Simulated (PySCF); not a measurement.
**Polarisability and C₆ of Ti (titanium, neutral)**

[Ar] 3d2 4s2, high-spin 3F determinant. Calculation: PySCF 2.14, in dyall-av2z (16s12p7d2f, 101 functions); the non-relativistic Hamiltonian (point nucleus). Coupled (time-dependent) response in atomic units; α is the mean over directions. A double-zeta set is small for polarisabilities.

```
 method  mean α (bohr³)  C₆ (like pair)  S(−4)
wB97X-V           112.1            1336   6297
```

S(−4) is the Cauchy moment in α(ω) = α(0) + S(−4) ω² + …

Reference α: 87 ± 10 bohr³ (recommended; Schwerdtfeger and Nagle, table of static dipole polarizabilities (2023 update)). Published C₆: 1044 (Chu and Dalgarno (2004); Tang, Norbeck and Certain (1976)).

α(iu) at wB97X-V:

```
u (hartree)  α(iu) (bohr³)
          0          112.1
     0.0500          98.47
      0.100          72.86
      0.200          37.37
      0.300          21.85
      0.500          10.61
      0.750          6.076
       1.00          4.132
       1.50          2.390
       2.00          1.593
       3.00         0.8656
       5.00         0.3781
```

A single London oscillator, α(iu) = α/(1 + u²/ω²), gives C₆ = (3/4) ω α². Matching the computed C₆ needs ω = 4 × 1336 / (3 × 112.1²) = 0.142 hartree.
